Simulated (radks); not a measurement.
Question: Spherical quantum dot in the effective-mass picture: electrons in a well V = -V0 / (1 + exp((r - R)/a)) with V0 = 10.8, R = 5.71, a = 0.52, with a point charge +2 (a donor) at the centre, all in effective atomic units (hartree* = m*/eps^2 hartree, bohr* = eps/m* bohr), one dielectric constant everywhere. Method: non-relativistic Kohn-Sham, LDA (Slater exchange, Perdew-Wang correlation), spin-polarised, spherical densities; computed with a radial shooting solver with Libxc functionals. Levels are named by radial order and angular momentum (1s, 1p, 1d, 2s, ...), and open shells are averaged over m. At N = 3 the configuration is 1s2 1p(up 1, down 0). Does electron 4 go into 1p down or 1p up or 2s up?

Answer: Into 1p up. The total energies of the other choices lie higher by 0.00236 hartree* (2s up), 0.0362 hartree* (1p down).
